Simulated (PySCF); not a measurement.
Electron correlation in F²⁺ (fluorine, charge +2)

[He] 2s2 2p3, high-spin 4S determinant. Computed with PySCF 2.14 in pcseg-2 (4s3p2d1f, 30 functions), with no relativity, point nucleus. Frozen: 1s2; 5 electrons correlated.

MP2 pair energies summed by pair of shells (mhartree):

| pair | energy | share (%) |
| --- | --- | --- |
| 2s-2p | -60.33 | 66.3 |
| 2p-2p | -22.29 | 24.5 |
| 2s-2s | -8.40 | 9.2 |

Total MP2 correlation energy: -91.02 mhartree.

Same-spin part -26.44 and opposite-spin part -64.58 mhartree; SCS-MP2 scales them by 1/3 and 6/5 to -86.31 mhartree.

```
  level  correlation energy (mhartree)
   CCSD                        -105.29
    (T)                          -1.01
CCSD(T)                        -106.30
```

Diagnostics: T1 = 0.0026, D1 = 0.0047, largest double amplitude 0.032.

Cost of the coupled-cluster step: 0.19 s of wall time on 1 thread of Intel(R) Xeon(R) Platinum 8559C (shared host), for 5 correlated electrons.

Iterations:

```
CC2 = 0
CCSD nocc = (np.int64(4), np.int64(1)), nmo = (29, 29)
frozen orbitals [[0], [0]]
max_cycle = 100
direct = 0
conv_tol = 1e-08
conv_tol_normt = 1e-06
diis_space = 8
diis_start_cycle = 0
Init t2, MP2 energy = -0.0910215861471903
Init E_corr(UCCSD) = -0.0910215861471928
cycle = 1  E_corr(UCCSD) = -0.102496199785511  dE = -0.0114746136  norm(t1,t2) = 0.0198497
cycle = 2  E_corr(UCCSD) = -0.104528629832487  dE = -0.00203243005  norm(t1,t2) = 0.00596565
cycle = 3  E_corr(UCCSD) = -0.105313287653818  dE = -0.000784657821  norm(t1,t2) = 0.0021787
cycle = 4  E_corr(UCCSD) = -0.105282568285242  dE = 3.07193686e-05  norm(t1,t2) = 0.000287032
cycle = 5  E_corr(UCCSD) = -0.105286774134198  dE = -4.20584896e-06  norm(t1,t2) = 4.99903e-05
cycle = 6  E_corr(UCCSD) = -0.105286743998019  dE = 3.01361795e-08  norm(t1,t2) = 2.47022e-06
cycle = 7  E_corr(UCCSD) = -0.105286759102708  dE = -1.51046889e-08  norm(t1,t2) = 2.81976e-07
cycle = 8  E_corr(UCCSD) = -0.10528675745348  dE = 1.64922791e-09  norm(t1,t2) = 3.86276e-08
UCCSD converged
E(UCCSD) = -97.70593212370811  E_corr = -0.1052867574534797
UCCSD(T) correction = -0.00100966822769954
```
